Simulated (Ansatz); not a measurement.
F2Se (SMILES F[Se]F) moved off its minimum; all values from Ansatz (a first-principles code), cores frozen in correlated methods.
(charge 0, multiplicity 1)
```xyz
3

Se     0.06662    -0.11843     0.41482
F      0.59073     1.21653    -0.68970
F     -0.79193    -0.99067    -0.75038
```

Forces at MP2/aug-cc-pVTZ (eV/Å):

```tsv
atom	Fx	Fy	Fz
Se1	1.153	1.883	-0.044
F2	-0.453	-1.164	0.979
F3	-0.701	-0.719	-0.935
```

Task: Give the forces (eV/Å), the total energy and the dipole at CCSD(T)/aug-cc-pVTZ.

Result: 
```csv
atom,Fx,Fy,Fz
Se1,1.163,1.865,0.034
F2,-0.459,-1.157,0.939
F3,-0.704,-0.707,-0.973
```
Energy -2599.5072 hartree, dipole 2.07 D.
